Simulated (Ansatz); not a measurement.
A structure relaxed at PBE0/def2-SVP in Ansatz, charge 1, doublet:

Cartesian coordinates in Å:
```
Hg -0.487 1.823 0.683
Hg 2.218 0.158 1.151
Hg -0.250 0.807 -2.363
Hg -1.956 -0.998 1.207
Hg 0.476 -1.789 -0.678
```

Q: Give its formula.

A: the cluster Hg5⁺.

Q: Summarise the bond lengths by kind (pairs closer than 1.2 times the sum of covalent radii, bridged metal pairs left out).

A: .

In the def2 sets Hg takes a core potential; there is no spin–orbit coupling. The relaxation made no stability test and no search for a lower SCF solution. Another isomer (doublet) lies 0.27 eV lower at PBE0/def2-TZVP; other spin states weren't run for this one.
